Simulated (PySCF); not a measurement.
A structure optimised at ωB97X-D3(BJ)/def2-SVP, used in a PySCF frequency run:

```xyz
7

F      0.0000    -1.7050     0.0000
Se     0.0000     0.0000     0.0000
F      1.7050     0.0000     0.0000
F     -1.7050     0.0000     0.0000
F      0.0000     0.0000    -1.7050
F      0.0000     0.0000     1.7050
F      0.0000     1.7050     0.0000
```
Charge 0, spin multiplicity 1.

Q: Write its SMILES, formula and point group.

A: F[Se](F)(F)(F)(F)F, F₆Se, Oh

Q: What are its rotational constants (standard atomic weights)?

A: 2.2876, 2.2876, 2.2876 GHz
